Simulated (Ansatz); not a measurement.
Geometry optimisation, RKS PBE-D4/6-31G* in Ansatz.

Input file:

```yaml
crystal:
  periodic: [false, false, false]
  atoms:
    - { symbol: "N", position_ang: [0.0089, 1.0675, 1.7206] }
    - { symbol: Si, position_ang: [-0.6249, -0.1028, 0.6871] }
    - { symbol: C, position_ang: [-0.5491, 0.4753, -1.0823] }
    - { symbol: C, position_ang: [0.5103, -0.3996, -1.4507] }
    - { symbol: C, position_ang: [0.646, -1.2123, -0.1552] }
    - { symbol: H, position_ang: [-0.51326, 0.95782, 2.6749] }
    - { symbol: H, position_ang: [0.97326, 0.83662, 1.97725] }
    - { symbol: H, position_ang: [-1.9014, -0.6222, 1.073] }
    - { symbol: H, position_ang: [-1.0304, 1.2742, -1.5729] }
    - { symbol: H, position_ang: [0.9238, -0.5482, -2.3948] }
    - { symbol: H, position_ang: [1.6378, -1.1445, 0.3162] }
    - { symbol: H, position_ang: [0.3745, -2.2524, -0.1622] }
basis:
  gaussian: { orbitals: "6-31G*" }
hamiltonian:
  xc: pbe
  dispersion: d4
relax:
  f_tol: 0.015
  max_steps: 40
output:
  orbitals: {}
```

Launched with:

```bash
$ ansatz run input.yaml --threads 1 --pin off --max-ram 2048MiB --backend cpu --events-out ev --progress --plain --runs-dir out
```

Q: Where does it end, and by what steps?

A: The forces met the threshold. After 10 steps the energy has fallen by 1.007 eV; H7 moved furthest, 0.71 Å.

```
step  energy less start (eV)  largest force component (eV/Å)  accepted
   0                  0.0000                           4.342       yes
   1                 -0.7721                           1.762       yes
   2                 -0.8995                           0.568       yes
   3                 -0.9440                           0.705       yes
   4                 -0.9796                           0.374       yes
   5                 -0.9982                           0.210       yes
   6                 -1.0037                           0.159       yes
   7                 -1.0045                           0.261       yes
   8                 -1.0065                           0.072       yes
   9                 -1.0066                           0.027       yes
  10                 -1.0067                           0.004       yes
```

```xyz
12
Properties=species:S:1:pos:R:3
N -0.142 0.990 1.995
Si -0.546 -0.051 0.661
C -0.400 0.592 -1.086
C 0.372 -0.474 -1.432
C 0.662 -1.304 -0.187
H -0.417 0.725 2.940
H 0.740 1.502 2.000
H -1.859 -0.663 1.066
H -0.767 1.377 -1.755
H 0.722 -0.736 -2.445
H 1.719 -1.261 0.132
H 0.371 -2.368 -0.258
```

Run time: 57 s on 1 CPU thread of a shared host.
